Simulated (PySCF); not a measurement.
Constitutional and geometric isomers with formula C2H8N2. Isolated molecules, 0 K electronic values unless said otherwise. One relaxed conformer stands for each flexible species; it need not be the lowest. Strings in code marks are SMILES.

Method: PBE0-D3(BJ)/def2-TZVP run with PySCF. 

| species | HOMO–LUMO gap (eV) | HOMO (eV) |
|---|---|---|
| `C(N)(N)C` | 7.50 | -6.69 |
| `CNCN` | 7.61 | -6.44 |
| `NCCN` | 7.59 | -6.59 |
